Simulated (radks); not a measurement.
Results of a calculation; reference values are marked as such.
Problem. Orbital eigenvalues (eV) of the chromium ion Cr12+, [Ne] 3s2, of relativity; Dirac values are averaged over j with weights 2j + 1. Spin-unpolarised spherical Kohn-Sham, PBE, point nucleus unless stated (finite: rms radius 3.6452 fm), a radial shooting solver on a logarithmic mesh with Libxc functionals. A level marked "c x" has the speed of light scaled by that factor.

| shell | non-rel. |
|---|---|
| 1s | -6179.0 |
| 2s | -985.23 |
| 2p | -889.22 |
| 3s | -339.18 |

Give the values at the level "Dirac, finite nucleus".

Solution. 
shell  Dirac, finite nucleus  change of magnitude (%)
1s                   -6225.2                    +0.75
2s                   -994.84                    +0.98
2p                   -891.11                    +0.21
3s                   -341.42                    +0.66
